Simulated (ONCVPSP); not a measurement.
## phosphorus (P): variants of one ONCV potential

Base potential:

P, optimised norm-conserving Vanderbilt (ONCV), made with ONCVPSP 4.0.1 (PBE, scalar-relativistic). Core [Ne], reference 3s2 3p1 (charge +2). Waves: 3s: rc 1.65 bohr, ncon 4, nbas 7, qcut 3.3 1/bohr, 2 projectors, debl 3.7 Ha; 3p: rc 1.40 bohr, ncon 4, nbas 9, qcut 6.5 1/bohr, 2 projectors, debl 2.2 Ha. Local part: polynomial inside 1.10 bohr (lpopt 5, dvloc0 1 Ha). Core correction: Teter function, fcfact 5.25, rcfact 1.8.

Cutoffs, loose and tight: the cutoffs (Ha) at which the residual kinetic energy of the hardest occupied pseudo-wave falls to 1 and 0.1 mHa per electron. They do not see the model core or the augmentation charge, which bear on the density cutoff. Test errors are all-electron minus pseudo excitation energies from the reference, over the configurations 3s2 3p3; 3s2 3p2; 3s2 3p0; 3s1 3p4. A dash means not determined; rows that change the core or the reference have their own tests.

```tsv
change	outcome	cutoff, loose	cutoff, tight	bound ghosts	GHOST(+) flags above zero	largest test error (meV)
base	generated	35 Ha	44 Ha	none	s	-96
s: rc 1.16	failed: optimize: ERROR ps0norm > uunorm, code will stop	–	–	–	–	–
s: rc 1.3	generated	22 Ha	46 Ha	none	s	-96
s: rc 1.54	generated	39 Ha	50 Ha	none	s	-97
s: rc 1.72	generated	33 Ha	41 Ha	none	s	-95
s: rc 1.98	generated	23 Ha	31 Ha	none	s	-89
s: rc 2.12	generated	15 Ha	26 Ha	none	s	-83
s: rc 2.28	generated	8.0 Ha	22 Ha	none	s	-72
s: rc 2.42	generated	5.6 Ha	20 Ha	none	s	-61
```

Question: What comes out with this change to the base: s: rc 1.88?

Answer: outcome: generated; cutoff, loose: 27 Ha; cutoff, tight: 34 Ha; bound ghosts: none; GHOST(+) flags above zero: s; largest test error (meV): -92.

Question: What comes out with this change to the base: s: rc 1.46?

Answer: outcome: generated; cutoff, loose: 40 Ha; cutoff, tight: 53 Ha; bound ghosts: none; GHOST(+) flags above zero: s; largest test error (meV): -95.

Reading the sweep of the s radius (base included, trends over the rows without a ghost): The loose cutoff falls from 22 Ha at 1.3 to 5.6 Ha at 2.42 bohr, with one reversal. A larger radius leaves more room for a smooth pseudo-wave, so fewer plane waves are needed; a smaller one forces it to follow the all-electron wave where it bends sharply. The median size of the test errors (rows with all tests solved) falls from 89.4 meV at 1.3 to 53.1 meV at 2.42 bohr. This runs against the usual rule that a larger radius transfers worse; these runs do not show why. The generation fails at 1.16 bohr.
